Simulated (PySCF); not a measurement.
Cartesian coordinates in Å; atom numbers follow the order of the lines, from 1:
```xyz
14

C     2.859   -0.248   -0.105
C     1.682    0.374   -0.122
F     1.459    1.351   -1.030
Si    0.212    0.077    1.023
N    -1.171    0.047   -0.007
C    -2.526   -0.205    0.416
H     3.656    0.023   -0.803
H     3.040   -1.048    0.616
H     0.197    1.150    2.075
H     0.395   -1.228    1.729
H    -1.090    0.586   -0.864
H    -2.530   -0.902    1.270
H    -3.076    0.701    0.737
H    -3.113   -0.687   -0.383
```

Geometry: PBE0-D3(BJ)/def2-SVP; GIAO shifts from PySCF 2.14.0 with density-fitted response routines, gas phase, non-relativistic, averaged over equivalent atoms.

At KT2/pcSseg-1 (149 basis functions, 17 s wall time on 1 thread of an Arm Neoverse V2, shared host):
```tsv
atoms	δ (ppm)
C2	168.7
C1	102.8
C6	32.5
F3	-113.7
Si4	-44.6
N5	10.0
H7	5.29
H9/H10	5.08
H8	4.90
H12/H13/H14	2.75
H11	-0.32
```

Shifts are taken against calculated references (same method and geometry level): $^{13}$C (σ = 183.22 ppm) and $^{29}$Si (σ = 361.05 ppm) and $^{1}$H (σ = 31.18 ppm) vs TMS; $^{19}$F (σ = 138.57 ppm) against CFCl3; $^{15}$N (σ = 264.30 ppm) against NH3.

Problem. Estimate the result of repeating the calculation with PBE0/6-311+G(2d,p).

Solution. 
```csv
atoms,"δ at PBE0/6-311+G(2d,p)",change
C2,177.0,+8.3
C1,110.8,+8.0
C6,29.4,-3.1
F3,-107.0,+6.7
Si4,-42.2,+2.4
N5,7.4,-2.6
H7,5.44,+0.15
H9/H10,5.19,+0.11
H8,5.09,+0.19
H12/H13/H14,2.62,-0.13
H11,-0.11,+0.21
```

Chemical shifts δ = σref − σ; TMS for $^{13}$C (σref 186.44) and $^{29}$Si (σref 344.43) and $^{1}$H (σref 31.51); CFCl3 for $^{19}$F (σref 174.75); NH3 for $^{15}$N (σref 261.88), all at this level.

The largest change is at C2 (fully substituted alkene carbon). Cost: 218 basis functions, 24 s wall time on 1 thread of an Arm Neoverse V2, shared host. The order of the carbon signals is the same at both levels.

Unscaled 19F shifts against computed CFCl3 carry errors that often reach 10 to 50 ppm. Experimental scales use liquid or dissolved standards, which lie at an offset from isolated NH3 (liquid NH3: subtract about 20 ppm).
